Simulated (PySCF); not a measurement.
Ligands exchanged one at a time, Ge Cl-OH. All species are isolated molecules in the gas phase. One relaxed conformer stands for each flexible species; it need not be the lowest. Strings in code marks are SMILES.

Level of theory: PBE-D3(BJ)/def2-TZVP in PySCF. Excitations are Tamm–Dancoff values on a coarser integration grid. The basis has no diffuse functions, so Rydberg states are missing or too high.

```
species                                                                                                HOMO (eV)  S1–T1 gap (TDA) (eV)  HOMO–LUMO gap (eV)  T1 excitation (TDA) (eV)  S1 oscillator strength
-----------------------------------------------------------------------------------------------------  ---------  --------------------  ------------------  ------------------------  ----------------------
0 of 4 Cl replaced by OH                                                                                   -8.21                     –                   ?                         –                   0.000
1 of 4 Cl replaced by OH (`[OH][Ge]([Cl])([Cl])[Cl]`)                                                          ?                  0.31                   ?                      4.84                   0.000
2 of 4 Cl replaced by OH (`[OH][Ge]([OH])([Cl])[Cl]` (H–O–Ge–Cl torsion 50°, Cl–Ge–O–H torsion 171°))      -7.74                  0.32                   ?                      5.15                   0.002
3 of 4 Cl replaced by OH (`[OH][Ge]([OH])([OH])[Cl]`)                                                      -7.73                  0.37                5.78                      5.59                   0.007
```

Some entries are withheld; supply them.


- 0 of 4 Cl replaced by OH, HOMO–LUMO gap (eV): 4.73
- 1 of 4 Cl replaced by OH (`[OH][Ge]([Cl])([Cl])[Cl]`), HOMO (eV): -7.99
- 1 of 4 Cl replaced by OH (`[OH][Ge]([Cl])([Cl])[Cl]`), HOMO–LUMO gap (eV): 5.01
- 2 of 4 Cl replaced by OH (`[OH][Ge]([OH])([Cl])[Cl]` (H–O–Ge–Cl torsion 50°, Cl–Ge–O–H torsion 171°)), HOMO–LUMO gap (eV): 5.32
